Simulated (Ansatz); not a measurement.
Total energies of C$_{6}$H$_{9}$FGeO$_{6}$.

| atom | x (Å) | y (Å) | z (Å) |
| --- | --- | --- | --- |
| C1 | 2.8749 | -2.8588 | -0.4544 |
| C2 | 2.0403 | -1.7088 | -0.0376 |
| O3 | 1.5428 | -1.5867 | 1.1048 |
| O4 | 1.7862 | -0.7560 | -0.8580 |
| Ge5 | 0.7600 | 0.2067 | 0.4437 |
| F6 | 2.0420 | 1.0515 | 1.2336 |
| O7 | -0.5176 | 0.2781 | 1.8665 |
| C8 | -1.3396 | -0.4481 | 1.2077 |
| C9 | -2.7025 | -0.7129 | 1.7040 |
| O10 | -0.9041 | -0.8821 | 0.1070 |
| O11 | 0.3013 | 1.5320 | -0.6943 |
| C12 | -0.8804 | 2.1266 | -0.8283 |
| C13 | -0.8366 | 3.1915 | -1.8837 |
| O14 | -1.8657 | 1.8547 | -0.1886 |
| H15 | 3.8644 | -2.4920 | -0.7343 |
| H16 | 2.9571 | -3.5844 | 0.3502 |
| H17 | 2.4341 | -3.3175 | -1.3410 |
| H18 | -2.7139 | -0.7510 | 2.7915 |
| H19 | -3.3112 | 0.1355 | 1.3776 |
| H20 | -3.1010 | -1.6255 | 1.2670 |
| H21 | -0.0822 | 3.9351 | -1.6203 |
| H22 | -1.8123 | 3.6619 | -1.9774 |
| H23 | -0.5360 | 2.7503 | -2.8359 |

Total charge 0; spin multiplicity 1. Correlated methods include outer-core shells of Ge, which these sets cover unevenly. Scalar relativity is left out up to krypton. The bonds changed during the relaxation, so this is another structure than the one it started from. The structure was optimised at the PBE0-D4/def2-TZVP level. It is one conformer, not always the lowest. Basis def2-TZVPP, Ansatz 0.2.0.

RPA on PBE orbitals: Hartree–Fock energy of these orbitals -2856.75893 Eh, correlation -4.39207 Eh (frozen core).

```json
{"functional": "LDA (SPW92)", "energy without D4 (Eh)": "-2853.66870", "D4 term (kJ/mol)": "–"}
{"functional": "PBE", "energy without D4 (Eh)": "-2861.59824", "D4 term (kJ/mol)": "-68.1"}
{"functional": "revPBE", "energy without D4 (Eh)": "-2862.35223", "D4 term (kJ/mol)": "-203.1"}
{"functional": "BLYP", "energy without D4 (Eh)": "-2862.64780", "D4 term (kJ/mol)": "-146.0"}
{"functional": "r2SCAN", "energy without D4 (Eh)": "-2862.38671", "D4 term (kJ/mol)": "-19.0"}
{"functional": "B97M-V", "energy without D4 (Eh)": "-2862.23455", "D4 term (kJ/mol)": "–"}
{"functional": "PBE0", "energy without D4 (Eh)": "-2861.65987", "D4 term (kJ/mol)": "-58.5"}
{"functional": "B3LYP", "energy without D4 (Eh)": "-2862.80845", "D4 term (kJ/mol)": "-107.7"}
{"functional": "r2SCANh", "energy without D4 (Eh)": "-2862.32977", "D4 term (kJ/mol)": "-20.1"}
{"functional": "r2SCAN0", "energy without D4 (Eh)": "-2862.24878", "D4 term (kJ/mol)": "-22.0"}
{"functional": "HSE06 (plane-wave form)", "energy without D4 (Eh)": "-2861.62429", "D4 term (kJ/mol)": "-54.6"}
{"functional": "BHLYP", "energy without D4 (Eh)": "-2862.34334", "D4 term (kJ/mol)": "-80.3"}
{"functional": "CAM-B3LYP", "energy without D4 (Eh)": "-2862.60630", "D4 term (kJ/mol)": "-59.4"}
{"functional": "LC-ωPBE", "energy without D4 (Eh)": "-2862.02206", "D4 term (kJ/mol)": "–"}
{"functional": "ωB97X-V", "energy without D4 (Eh)": "-2862.34221", "D4 term (kJ/mol)": "–"}
{"functional": "ωB97M-V", "energy without D4 (Eh)": "-2862.43146", "D4 term (kJ/mol)": "–"}
{"functional": "B2PLYP", "energy without D4 (Eh)": "-2861.86725", "D4 term (kJ/mol)": "–"}
{"functional": "PBE-QIDH", "energy without D4 (Eh)": "-2861.23179", "D4 term (kJ/mol)": "–"}
```

B3LYP takes the VWN-RPA correlation (the form of Gaussian; ORCA's B3LYP/G). HSE06 is the plane-wave form, built on full-range PBE exchange. The double hybrids freeze the cores in their second-order part.

LC-ωPBE has ω = 0.4 bohr⁻¹.
